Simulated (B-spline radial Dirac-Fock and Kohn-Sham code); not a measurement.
**Satellites and hypersatellites of the K lines of I³⁴⁺**

System: the I³⁴⁺ ion, [Ar] 3d1.

Method: Dirac-Fock ΔSCF + Breit + QED. Computed with a radial atomic solver. Each two-hole energy is an average over J within one jj subconfiguration, not an observable level; in light atoms, where LS coupling holds, the j-resolved values are not observed lines, and for a K spectator the Kα1 hypersatellite is nearly forbidden. No correlation.

Lines without a spectator: Kα2 (K-L2) 28356.2 eV, Kα1 (K-L3) 28656.3 eV, Kβ3 (K-M2) 32566.9 eV, Kβ1 (K-M3) 32637.0 eV. Shifts in eV with one spectator hole (a dash: not computed, or left out as unreliable):

| spectator hole | Kα2 | Kα1 | Kβ3 | Kβ1 |
| --- | --- | --- | --- | --- |
| K (1s) | +623.4 | +646.4 | +808.0 | +813.8 |
| L2 (2p1/2) | +74.6 | +94.2 | – | +202.8 |
| L3 (2p3/2) | +71.2 | +72.4 | +178.0 | – |
| M2 (3p1/2) | – | +16.43 | +39.7 | +45.4 |
| M3 (3p3/2) | +12.40 | – | +39.6 | +39.3 |

With n spectator holes in 2p, averaged over the 2p shell (energies in eV):

```
n     KαLⁿ   step  hypersatellite KαʰLⁿ
0  28556.2      –               29195.0
1  28634.3  +78.1               29274.7
2  28713.9  +79.6               29355.9
3  28795.1  +81.1               29438.7
4  28877.7  +82.7               29523.1
5  28962.0  +84.2               29608.9
```
